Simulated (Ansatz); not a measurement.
Mg₃Al₃⁺. Charge 1, multiplicity 1. Geometry PBE0-D4/def2-SVP; atoms count from 1.

```xyz
6

Al    0.502   -1.160    0.440
Al   -2.157   -1.155    0.315
Al    1.361   -0.553   -1.990
Mg   -0.824    1.150   -0.906
Mg   -1.274    0.555    2.260
Mg    2.392    1.163   -0.120
```

The restricted singlet is unstable towards broken spin symmetry in Hartree–Fock (as tested in another run); at PBE0-D4/def2-TZVP this wasn't settled. Another isomer (singlet) lies 0.45 eV lower at PBE0-D4/def2-TZVP; other spin states weren't run for this one.

Estimate the Mulliken populations from the PBE0/def2-TZVP orbitals of Ansatz.


| atom | charge (e) |
| --- | --- |
| Al1 | 0.08 |
| Al2 | 0.17 |
| Al3 | 0.17 |
| Mg4 | 0.03 |
| Mg5 | 0.27 |
| Mg6 | 0.27 |
Mulliken values and Mayer orders depend strongly on the basis.

And the Mayer bond orders between bonded heavy atoms (over 0.3)?

Al1–Al2 0.65 (2.66 Å); Al1–Al3 0.67 (2.65 Å); Al1–Mg4 0.49 (2.98 Å); Al1–Mg5 0.39 (3.07 Å); Al1–Mg6 0.41 (3.05 Å); Al2–Mg4 0.48 (2.93 Å); Al2–Mg5 0.64 (2.74 Å); Al3–Mg4 0.45 (2.98 Å); Al3–Mg6 0.64 (2.74 Å); Mg4–Mg5 0.41 (3.25 Å); Mg4–Mg6 0.37 (3.31 Å).
